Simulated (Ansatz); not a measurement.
Cost and result for the atomization energy of C8H8O, SMILES `c1ccc2c(c1)CCO2` (17 atoms, 18 bonds).

Z-matrix (Å, degrees):
```
C
C 1 1.501
C 1 1.533 2 101.1
H 1 1.091 2 113.6 3 120.0
H 1 1.095 2 110.8 3 -118.6
C 2 1.389 1 107.7 3 12.8
C 2 1.380 1 132.4 3 -170.1
O 3 1.437 1 106.9 2 -19.0
H 3 1.095 1 111.2 2 98.5
H 3 1.090 1 114.0 2 -138.0
C 6 1.381 2 122.2 1 177.4
C 7 1.392 2 119.0 1 -177.0
H 7 1.085 2 120.7 1 2.9
C 11 1.391 6 117.3 2 0.3
H 11 1.083 6 120.9 2 -180.0
H 12 1.083 7 119.9 2 -179.6
H 14 1.084 11 119.1 6 179.7
```

Total charge 0; spin multiplicity 1. Geometry: relaxed with PBE0-D4/def2-TZVP. Program: Ansatz. All runs use 2 threads of an AMD EPYC 7R13 on a shared host and a share of an NVIDIA H100 80 GB. Times are those of one run each, without the atoms' runs, and a repeat can differ threefold. Electronic energies, without spin–orbit coupling; frozen cores. CCSD(T)/CBS adds CCSD(T) − MP2 in def2-TZVPP to the MP2 limit, and its time is that of the two runs behind it. T1 = 0.011; the RHF reference is unstable towards UHF. HSE06 is the plane-wave form, built on full-range PBE exchange.

CCSD(T)/CBS is a level of theory with its own doubt, some kJ/mol a heavy atom from the limit and from the frozen cores, so smaller differences don't rank the functionals.

| level | functions | wall time | atomization (kJ/mol) | difference from CCSD(T)/CBS | per bond |
| --- | --- | --- | --- | --- | --- |
| CAM-B3LYP-D4/def2-TZVPP | 391 | 4.2 s | 8094.3 | 62.1 | 3.5 |
| BHLYP-D4/def2-TZVPP | 391 | 4.7 s | 7800.6 | -231.6 | -12.9 |
| HSE06-D4/def2-TZVPP | 391 | 5 s | 8207.4 | 175.2 | 9.7 |
| BLYP-D4/def2-TZVPP | 391 | 6 s | 8074.2 | 42.0 | 2.3 |
| PBE-D4/def2-TZVPP (with forces) | 391 | 6 s | 8369.7 | 337.5 | 18.7 |
| revPBE-D4/def2-TZVPP | 391 | 6.5 s | 8152.7 | 120.5 | 6.7 |
| CCSD(T)/def2-SVP | 166 | 6.5 s | 7752.1 | -280.1 | -15.6 |
| ωB97X-V/def2-TZVPP | 391 | 7 s | 8066.8 | 34.6 | 1.9 |
| B2PLYP/def2-TZVPP | 391 | 7 s | 7993.7 | -38.5 | -2.1 |
| MP2/def2-QZVPP | 753 | 8 s | 8191.3 | 159.1 | 8.8 |
| B97M-V/def2-TZVPP | 391 | 9.5 s | 8091.7 | 59.5 | 3.3 |
| CCSD(T)/def2-TZVPP | 391 | 20 s | 7843.5 | -188.7 | -10.5 |
| CCSD(T)/CBS(def2) | – | 28 s | 8032.2 | 0.0 | 0.0 |

In def2-TZVPP, CCSD(T) changes the Hartree–Fock value by +1944.5 kJ/mol (the triples alone add +153.7 kJ/mol) and MP2 by +2181.6 kJ/mol; breaking electron pairs costs correlation energy, which Hartree–Fock lacks. From PBE to PBE0 (25 % exact exchange), in def2-TZVPP and without D4, the atomization energy moves by −161.9 kJ/mol: exact exchange takes away binding that semilocal exchange gives to molecules. The D4 term adds +75.5 kJ/mol with B3LYP and +40.0 kJ/mol with PBE0; it sums over pairs of atoms, weighted by their polarisabilities, and B3LYP, whose exchange is more repulsive, gets the larger term.

B3LYP here is the variant with VWN-RPA as its local correlation; programs differ in this.
